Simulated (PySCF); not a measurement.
# Sn⁺ (tin, charge +1): BP86 calculation

Configuration: [Kr] 4d10 5s2 5p1, 2P determinant. Computed with PySCF 2.14 in def2-SVP with the def2 core potential (28 electrons), with scalar relativity through the core potential.

| Item | Value |
| --- | --- |
| Total energy | -214.0932 hartree |
| One-electron energy | -369.6839 hartree |
| Hartree (Coulomb) energy | 173.4879 hartree |
| Exchange-correlation energy | -17.8972 hartree |
| ⟨S²⟩ | 0.7514 |
| ⟨L²⟩ | 2.006 |
| Sum of ⟨r⟩ | 25.60 bohr |
| Sum of ⟨r²⟩ | 42.78 bohr² |
| Traceless quadrupole moment −½Σ⟨3z² − r²⟩ along its main axis | -3.72 e·bohr² |
| Time after the integrals | 0.19 s of wall time on 1 thread of Neoverse-V1 (shared host) |

| shell | electrons | mean orbital energy (hartree) | spread (hartree) | rms radius, mean of both spins (bohr) |
| --- | --- | --- | --- | --- |
| 4s α | 1 | -5.20136 | 0 | 0.877 |
| 4s β | 1 | -5.19961 | 0 | 0.877 |
| 4p α | 3 | -3.58078 | 0.01511 | 0.952 |
| 4p β | 3 | -3.57897 | 0.01856 | 0.952 |
| 4d α | 5 | -1.24094 | 0.01593 | 1.19 |
| 4d β | 5 | -1.23724 | 0.02142 | 1.19 |
| 5s α | 1 | -0.67347 | 0 | 2.44 |
| 5s β | 1 | -0.65076 | 0 | 2.44 |
| 5p α | 1 | -0.39452 | 0 | 3.11 |

Energies and moments cover only the electrons outside the core potential.
